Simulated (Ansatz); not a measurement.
```yaml
crystal:
  periodic: [false, false, false]
  atoms:
    - {symbol: Al, position_ang: [-1.613189, 0.340829, 0.469936]}
    - {symbol: Al, position_ang: [0.111028, -0.239138, -1.694062]}
    - {symbol: Al, position_ang: [1.038716, 1.315987, 0.356369]}
    - {symbol: Al, position_ang: [0.447534, -1.416526, 0.854867]}
    - {symbol: Te, position_ang: [1.842185, 1.657100, -2.075307]}
    - {symbol: Te, position_ang: [2.444137, -0.165542, 1.991518]}
    - {symbol: Te, position_ang: [-2.450410, 0.166041, -1.996921]}
    - {symbol: Te, position_ang: [0.902781, -2.714883, -1.358309]}
    - {symbol: Te, position_ang: [-0.927072, 2.716422, 1.338786]}
    - {symbol: Te, position_ang: [-1.795709, -1.660300, 2.113122]}
basis:
  gaussian: {orbitals: def2-TZVPD}
magnetization: {spin_polarized: true, initial_magnetization: 2}
hamiltonian: {xc: pbe0, dispersion: d4}
scf: {omitted_lower_state_checks: [starts]}
output: {orbitals: {seedname: orbitals}}
```

```sh
$ ansatz run in.yaml --threads 4 --pin off --events-out ev --progress --plain --max-ram 6963MiB
```

Problem. Does this run fit into the memory that it is given?

Solution. No. It has 526 basis functions, and Ansatz plans for 13 GiB where 7 GiB are given.
